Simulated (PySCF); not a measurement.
GaCl2(SiH3): 4 charge schemes on one density

Species: GaCl2(SiH3).
Structure used (PBE0-D3(BJ)/def2-SVP), in Å, numbered top down from 1:
```
atom  x, y, z in Å
Ga1    0.6375    1.0578    0.0234
Cl2    2.7876    1.1189    0.0514
Cl3   -0.2460    3.0168   -0.0322
Si4   -0.6083   -0.9863    0.0062
H5    -1.9373   -0.7817    0.6506
H6     0.1633   -2.0424    0.7223
H7    -0.7969   -1.3830   -1.4216
```

Density: PBE0/pcSseg-1 (pcSseg-2 on Ga) (PySCF); schemes: Mulliken, IAO, Hirshfeld and ESP-fitted. Isolated species at its PBE0-D3(BJ)/def2-SVP geometry, gas phase. The calculation is non-relativistic, for gallium too.

Q: Tabulate the Mulliken, IAO, Hirshfeld and ESP-fitted charges.

A: In e:

```
atom                    environment  Mulliken     IAO  Hirshfeld  ESP-fitted
 Ga1  gallium bonded to 2 Cl and Si    +0.256  +0.597     +0.387      +0.494
 Cl2          chlorine bonded to Ga    -0.232  -0.306     -0.212      -0.257
 Cl3          chlorine bonded to Ga    -0.231  -0.304     -0.211      -0.256
 Si4   silicon bonded to Ga and 3 H    +0.335  +0.232     +0.207      +0.089
  H5                hydrogen on Si4    -0.043  -0.073     -0.057      -0.025
  H6                hydrogen on Si4    -0.043  -0.073     -0.057      -0.026
  H7                hydrogen on Si4    -0.042  -0.072     -0.057      -0.020
```

Mean size of the charges over all atoms: IAO 0.237 e, Hirshfeld 0.170 e, Mulliken 0.169 e, ESP-fitted 0.167 e. Each set sums to the total charge, 0, to within 0.001 e. The Mulliken scheme counts on each atom the diagonal of the density matrix times the overlap matrix over that atom's basis functions.

Lowest charge. All schemes agree: Mulliken Cl2 (-0.232); IAO Cl2 (-0.306); Hirshfeld Cl2 (-0.212); ESP-fitted Cl2 (-0.257).

Highest charge. The schemes don't all agree: Mulliken Si4 (+0.335); IAO Ga1 (+0.597); Hirshfeld Ga1 (+0.387); ESP-fitted Ga1 (+0.494).

Q: Sum the charges by element, for elements with more than one atom.

A: 
```tsv
element	atoms	Mulliken	IAO	Hirshfeld	ESP-fitted
Cl	2	-0.463	-0.611	-0.423	-0.513
H	3	-0.128	-0.218	-0.171	-0.071
```

Q: How many electrons does the Mulliken scheme count on Si4?

A: Z − q = 14 − (+0.335) = 13.665.
